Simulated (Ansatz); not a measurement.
One geometry of the cluster Na3Pb, several levels of theory.

```yaml
crystal:
  periodic: [false, false, false]
  atoms:
    - {symbol: Na, position_ang: [0.800996, 0.332034, 2.520330]}
    - {symbol: Na, position_ang: [-1.209714, -1.392236, -1.926136]}
    - {symbol: Na, position_ang: [1.644054, 0.329890, -0.869390]}
    - {symbol: Pb, position_ang: [-1.235336, 0.730313, 0.275185]}
basis:
  gaussian: {orbitals: def2-TZVP, initial_orbitals: start.molden}
magnetization: {spin_polarized: true, initial_magnetization: 1}
correlation: {method: mp2}
scf: {omitted_lower_state_checks: [starts]}
output: {orbitals: {seedname: orbitals}}
```

The file start.molden holds the orbitals of an earlier run on this structure, at another level or in another basis.

```sh
$ ansatz run in.yaml --threads 4 --pin off --events-out ev --progress --plain --max-ram 3916MiB
```

Output, abridged:

```
Functional definition: HF
  name "HF"
  cite "Fock, Z. Phys. 61, 126 (1930) doi:10.1007/BF01340294"
  parent pbe
  exchange = exact_x
  correlation = 0
these checks for a lower state are left out or cut short: starts
1352 factors; integrals over basis functions are off by at most 2.8e-4 eV
mean field evaluation 1: about -18433.3980 eV, gradient 1.5e1 eV
mean field evaluation 2: about -18433.9490 eV, gradient 1.1e0 eV
mean field evaluation 4: about -18434.2647 eV, gradient 2.3e-1 eV
mean field evaluation 8: about -18434.2683 eV, gradient 5.2e-6 eV
mean field -18434.26829744 eV, -677.4468647352 hartree, gradient 1.7e-6 eV, S^2 2.045484; 0 other end points of the search recorded, 0 dependent functions left out
7 core orbitals not correlated: weight in the atoms' cores, before any rotation towards them, 1.000 or more for the frozen orbitals, at most 0.000 for the correlated occupied ones
reference -18434.26829744 eV, -677.4468647352 hartree; 21, 20 occupied and 118, 119 virtual orbitals, 1352 factors
second order -24.21946716 eV of doubles, -0.00000000 eV of singles
Total energy: -18458.48776460 eV, -678.3369137366 hartree
Checks for a lower state left out: starts
```

Run time 1.1 s (4 threads of AMD EPYC 9R45 on a shared host).

As the first input, with `hamiltonian: {xc: {name: wB97X-V}}` and without the key `correlation` (abridged; 10 s):

```
Functional definition: wB97X-V
mean field -18493.79717390 eV, -679.6345105949 hartree, gradient 2.5e-5 eV, S^2 0.777312
Total energy: -18493.79717219 eV, -679.6345105320 hartree
Checks for a lower state left out: starts
```

The first input with `hamiltonian: {xc: {name: BLYP}, dispersion: d4}` and without the key `correlation` (abridged; 1.1 s):

```
Functional definition: BLYP
mean field -18497.49872855 eV, -679.7705402191 hartree, gradient 2.6e-5 eV, S^2 0.760352
Total energy: -18497.65547443 eV, -679.7763005240 hartree
Checks for a lower state left out: starts
```

The first input with `gaussian: {orbitals: def2-TZVPD, initial_orbitals: start.molden}`, `hamiltonian: {xc: r2scan, dispersion: d4}` and without the key `correlation` (abridged; 3 s):

```
Functional definition: r2SCAN
mean field -18497.97391635 eV, -679.7880030487 hartree, gradient 2.1e-5 eV, S^2 1.010228
Total energy: -18497.98761511 eV, -679.7885064690 hartree
Checks for a lower state left out: starts
```

As the first input, with `hamiltonian: {xc: r2scan, dispersion: d4}`, `output: {forces: true, orbitals: {seedname: orbitals}}` and without the key `correlation` (abridged; 2.6 s):

```
Functional definition: r2SCAN
mean field -18497.96692223 eV, -679.7877460198 hartree, gradient 7.4e-6 eV, S^2 1.011171
Total energy: -18497.98060822 eV, -679.7882489705 hartree
Atom 0 force    -0.037356     0.013227    -0.002742 eV/Å
Atom 1 force    -0.026221     0.023458     0.020285 eV/Å
Atom 2 force    -0.008258     0.016081    -0.004040 eV/Å
Atom 3 force     0.071835    -0.052766    -0.013503 eV/Å
Dipole moment:     0.641221    -0.545857    -0.078475 e Å
Checks for a lower state left out: starts
```

As the first input, with `hamiltonian: {xc: {name: r2SCANh}, dispersion: d4}` and without the key `correlation` (abridged; 2.7 s):

```
Functional definition: r2SCANh
mean field -18497.10460637 eV, -679.7560564962 hartree, gradient 1.3e-5 eV, S^2 1.054910
Total energy: -18497.12137421 eV, -679.7566727030 hartree
Checks for a lower state left out: starts
```

As the first input, with `gaussian: {orbitals: def2-SVP, initial_orbitals: start.molden}`, `hamiltonian: {xc: pbe, dispersion: d4}` and without the key `correlation` (abridged; 0.65 s):

```
Functional definition: PBE
mean field -18484.49661983 eV, -679.2927215370 hartree, gradient 1.5e-5 eV, S^2 0.784147
Total energy: -18484.57891362 eV, -679.2957457779 hartree
Checks for a lower state left out: starts
```

Geometry: PBE-D4/def2-TZVP.

In the def2 sets Pb takes a core potential; there is no spin–orbit coupling. Correlated methods freeze 7 core orbitals; core or outer-core shells of Na, Pb are correlated, in sets that lack core-valence functions. At MP2/def2-TZVP, r2SCAN-D4/def2-TZVPD, r2SCAN-D4/def2-TZVP, r2SCANh-D4/def2-TZVP the charge 0 doublet is spin-contaminated (final ⟨S²⟩ up to 2.05, 0.75 for a pure state). The structure comes from a short search, and lower isomers may exist.
